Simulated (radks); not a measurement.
The numbers below are computed, except where a source is named.
Ru+, configuration [Kr] 4d6.5 5p0.5 (fractional occupations, a model configuration). Code: a radial shooting solver on a logarithmic mesh with Libxc functionals. Model: Dirac Kohn-Sham, LDA (Slater exchange, Perdew-Wang correlation), spin-unpolarised, spherical densities, point nucleus; open shells fill j = l - 1/2 first.

Spin-orbit splittings of the eigenvalues, e(l+1/2) - e(l-1/2), with zeta = 2 splitting/(2l+1) and mean radii in bohr:

shell	occ.	splitting (eV)	zeta (eV)	<r> j=l-1/2	<r> j=l+1/2
2p	6	130.7	87.14	0.1237	0.1285
3p	6	22.19	14.79	0.3962	0.4069
3d	10	4.328	1.731	0.3824	0.3859
4p	6	3.448	2.299	1.104	1.135
4d	6.5	0.3503	0.1401	1.590	1.610
5p	0.5	0.2494	0.1663	3.697	3.796
